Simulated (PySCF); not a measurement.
CHO2, SMILES O=[C]O, multiplicity 2.

The structure is a stationary point at ωB97X-D3(BJ)/def2-TZVP. The isomer is the one that the SMILES or the coordinates give; other isomers of the formula were not compared. Other conformers were not sampled.

These are TDA-B3LYP/def2-TZVPD (PySCF) values and carry that method's errors.

Vertical excitations. 

| state | energy (eV) | λ (nm) | f | main pairs |
|---|---|---|---|---|
| root 1 | 4.29 | 289 | 0.007 | α HOMO→LUMO 98 % |
| root 2 | 4.96 | 250 | 0.000 | β HOMO→LUMO 98 % |
| root 3 | 5.20 | 238 | 0.016 | β HOMO−1→LUMO 92 % |
| root 4 | 5.80 | 214 | 0.066 | α HOMO→LUMO+1 98 % |
| root 5 | 6.97 | 178 | 0.031 | α HOMO→LUMO+2 96 % |
| root 6 | 7.05 | 176 | 0.004 | α HOMO−1→LUMO 53 %, β HOMO→LUMO+2 37 % |
| root 7 | 7.45 | 166 | 0.042 | α HOMO→LUMO+4 80 %, β HOMO−2→LUMO 8 % |
| root 8 | 7.47 | 166 | 0.050 | α HOMO→LUMO+3 98 % |
| root 9 | 7.61 | 163 | 0.000 | α HOMO→LUMO+4 19 %, α HOMO−2→LUMO 16 %, β HOMO−2→LUMO 38 %, β HOMO−1→LUMO+2 22 % |
| root 10 | 7.92 | 157 | 0.003 | α HOMO−2→LUMO 5 %, β HOMO−1→LUMO+2 49 %, β HOMO−2→LUMO 44 % |
Unrestricted roots are not spin-pure.
